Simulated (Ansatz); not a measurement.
Name a neutral molecule of Se, Si, Te and H with size of the dipole moment (PBE/def2-TZVPP) between 0.50 and 0.80 D and ideal-gas entropy at 298 K and 1 bar (rigid rotor, harmonic PBE0-D4/def2-TZVP) between 355 and 371 J/(mol·K) (Ansatz, PBE0-D4/def2-TZVP geometry).

`[SeH][SiH2][TeH]` (0.77 D, 356 J/(mol·K)). Other molecules can fit too; these were computed, each in one conformer that needn't be the lowest.
